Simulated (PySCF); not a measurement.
# Gas-phase XPS of Ga(SMe)3, computed

Compound: Ga(SMe)3, C3H9GaS3.
Bonds: Ga1–S2, Ga1–S7, Ga1–S12, S2–C3, S7–C8, S12–C13. Hydrogens: H4, H5, H6 on C3; H9, H10, H11 on C8; H14, H15, H16 on C13.

Computed with PySCF, delta-SCF UKS SCAN, pcX-2 on the ionised atom, pcseg-1 elsewhere, spin-free X2C. Each binding energy is the total energy of the core-ionised species, with the hole localised on one atom, minus that of the ground state; both are solved self-consistently, so orbital relaxation is included.

Q: Give the core binding energies atom by atom.

A: 
```tsv
atom(s)	bonded to	level	binding energy (eV)	count
S2/S7/S12	C and Ga	S 1s	2476.39	3
C3/C8/C13	S and 3 H	C 1s	291.28	3
```

Q: Which effective nuclear charge Zeff reproduces each element's mean 1s value in the hydrogen-like formula E = 13.606 eV × Zeff²?

A: C (Z = 6): mean 291.3 eV, Zeff = 4.63, Z − Zeff = 1.37; S (Z = 16): mean 2476.4 eV, Zeff = 13.49, Z − Zeff = 2.51. Means run over the listed sites, weighted by atom count.

Q: Give the binding energy of C 1s of C3/C8/C13 in hartree and in kJ/mol.

A: 291.28 eV = 10.7043 Eh = 28104 kJ/mol.

One atom of each set of topologically equivalent atoms was ionised and stands for the set; in this conformer not all members are related by symmetry, and their own values weren't computed. Not every level is listed. No level of gallium is listed. The structure is a single PBE0-D3(BJ)/def2-SVP conformer in the gas phase; no vibrational or solvent corrections.
